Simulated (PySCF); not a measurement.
BMe2(NCO), C3H6BNO.
SMILES: `CB(C)N=C=O`

Method: PySCF 2.14.0, density-fitted response routines, TDDFT B3LYP/def2-SVPD, vertical, gas phase, core orbitals frozen in the response. Isolated species at its PBE0-D3(BJ)/def2-SVP geometry, gas phase.

Broadening: Gaussians 0.4 eV wide at half height, area fixed by f = 4.319×10⁻⁹ ∫ε dν̃. The cross-section is σ = 3.8235×10⁻²¹ ε cm², given in Mb (10⁻¹⁸ cm²). The width is an assumption, not a result. The curve ends short of the highest state used, and states not computed would add to its high-energy end.

```json
{"E (eV)": "4.48", "σ (Mb)": "0.00"}
{"E (eV)": "4.60", "σ (Mb)": "0.00"}
{"E (eV)": "4.72", "σ (Mb)": "0.00"}
{"E (eV)": "4.84", "σ (Mb)": "0.00"}
{"E (eV)": "4.96", "σ (Mb)": "0.00"}
{"E (eV)": "5.08", "σ (Mb)": "0.00"}
{"E (eV)": "5.20", "σ (Mb)": "0.00"}
{"E (eV)": "5.32", "σ (Mb)": "0.00"}
{"E (eV)": "5.44", "σ (Mb)": "0.00"}
{"E (eV)": "5.56", "σ (Mb)": "0.00"}
{"E (eV)": "5.68", "σ (Mb)": "0.00"}
{"E (eV)": "5.80", "σ (Mb)": "0.00"}
{"E (eV)": "5.92", "σ (Mb)": "0.00"}
{"E (eV)": "6.04", "σ (Mb)": "0.00"}
{"E (eV)": "6.16", "σ (Mb)": "0.03"}
{"E (eV)": "6.28", "σ (Mb)": "0.37"}
{"E (eV)": "6.40", "σ (Mb)": "2.48"}
{"E (eV)": "6.52", "σ (Mb)": "10.12"}
{"E (eV)": "6.64", "σ (Mb)": "25.32"}
{"E (eV)": "6.76", "σ (Mb)": "38.82"}
{"E (eV)": "6.88", "σ (Mb)": "36.59"}
{"E (eV)": "7.00", "σ (Mb)": "21.31"}
{"E (eV)": "7.12", "σ (Mb)": "7.74"}
{"E (eV)": "7.24", "σ (Mb)": "1.82"}
{"E (eV)": "7.36", "σ (Mb)": "0.53"}
{"E (eV)": "7.48", "σ (Mb)": "1.20"}
{"E (eV)": "7.60", "σ (Mb)": "3.30"}
{"E (eV)": "7.72", "σ (Mb)": "6.23"}
{"E (eV)": "7.84", "σ (Mb)": "8.85"}
{"E (eV)": "7.96", "σ (Mb)": "13.64"}
```

(1) Locate the maxima and give the states behind the curve.

(2) Coming from long wavelengths, where does ε first pass 100 L mol⁻¹ cm⁻¹?

(3) On this curve, what absorbance would a 10⁻³ mol/L sample give at 193 nm over a 1 cm path?

Answers

(1) 182 nm (6.81 eV), ε about 11000, made up of S2 (43%) and S3 (55%) (ε in L mol⁻¹ cm⁻¹; maxima over ε = 5, shares over 10%). At its high-energy end, 7.96 eV, the curve is still rising (ε about 3600, from S5, S7 and S8). The states used: S1 5.08 eV (f 0.0000); S2 6.78 eV (f 0.068); S3 6.82 eV (f 0.086); S4 6.97 eV (f 0.0036); S5 7.75 eV (f 0.012); S6 7.85 eV (f 0.0036); S7 7.89 eV (f 0.015); S8 8.29 eV (f 0.195); S9 8.42 eV (f 0.0017); S10 8.56 eV (f 0.113).

(2) At about 197 nm (6.28 eV), 1.20 eV above S1.

(3) 193 nm is 6.424 eV, where ε is about 890 L mol⁻¹ cm⁻¹, so A = ε c l ≈ 0.89 (Beer–Lambert, with the gas-phase spectrum and the assumed width).
